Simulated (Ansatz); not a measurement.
Species: C2H11NSi2 (charge 0, singlet). 
Coordinates optimised at B3LYP-D3(BJ)/def2-TZVP (Ansatz, an electronic-structure program):
SMILES: C[SiH](C)N[SiH3]
```xyz
16

Si    -0.8459    -0.0418    -0.6036
C     -1.9028     1.5025    -0.5686
C     -1.2846    -1.2034     0.7954
N      0.8361     0.3655    -0.4473
Si     2.0253    -0.2735     0.6297
H     -1.0931    -0.7284    -1.9017
H     -2.9581     1.2571    -0.7111
H     -1.6159     2.1951    -1.3636
H     -1.7987     2.0250     0.3849
H     -2.3316    -1.5046     0.7178
H     -0.6788    -2.1117     0.7731
H     -1.1453    -0.7264     1.7679
H      1.1956     1.0267    -1.1215
H      2.2239    -1.7351     0.4591
H      3.3062     0.4178     0.3505
H      1.6568    -0.0550     2.0501
```
Charge 0, spin multiplicity 1.

Basis-set convergence of Hartree-Fock and CCSD correlation energies (hartree) with Ansatz. Correlated levels leave the core frozen unless marked. Spin-orbit coupling is left out. No relativistic terms.

```
basis        functions       E(HF)  E(corr, CCSD)
-----------  ---------  ----------  -------------
cc-pV(D+d)Z        143  -714.54077       -0.74489
cc-pV(T+d)Z        322  -714.61741       -0.89259
cc-pV(Q+d)Z        623  -714.63432       -0.93836
```

Extrapolating the two largest sets (X = 3 and 4) as X^-3: E(corr) = (64·(-0.93836) - 27·(-0.89259))/37 = -0.9718 Eh, an estimate of the basis-set limit. The largest set recovers 96.6 % of it, the smallest 76.7 %.
